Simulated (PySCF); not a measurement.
# Ionisation energy of Lu²⁺ by level of theory

Lu²⁺ [Xe] 4f14 6s1 (2S) → Lu³⁺ [Xe] 4f14 (1S), as a difference of total energies. Computed with PySCF 2.14 in x2c-TZVPPall (11s7p7d2f2g, 99 functions), with the spin-free X2C one-electron Hamiltonian (Gaussian nucleus). Correlated levels: valence: [Kr] 4d10 frozen; valence and next inner shell: [Ar] 3d10 frozen. The calculations carry no spin-orbit coupling.

```tsv
method	ionisation energy (eV)
UHF	19.951
LDA	21.451
PBE	21.216
PBE0	20.961
r2SCAN	20.832
B3LYP	21.277
BLYP	21.344
r2SCANh	20.801
MP2 (valence)	20.917
SCS-MP2 (valence)	20.741
MP2 (valence and next inner shell)	20.968
SCS-MP2 (valence and next inner shell)	20.782
```

How much does correlation contribute at MP2 (valence and next inner shell)?

20.968 − (19.951) = 1.017 eV, measured against UHF.

Errors of the correlated levels include the incompleteness of this basis and the frozen core.

For comparison: 20.959 eV (measured; NIST Atomic Spectra Database, ionization energies).
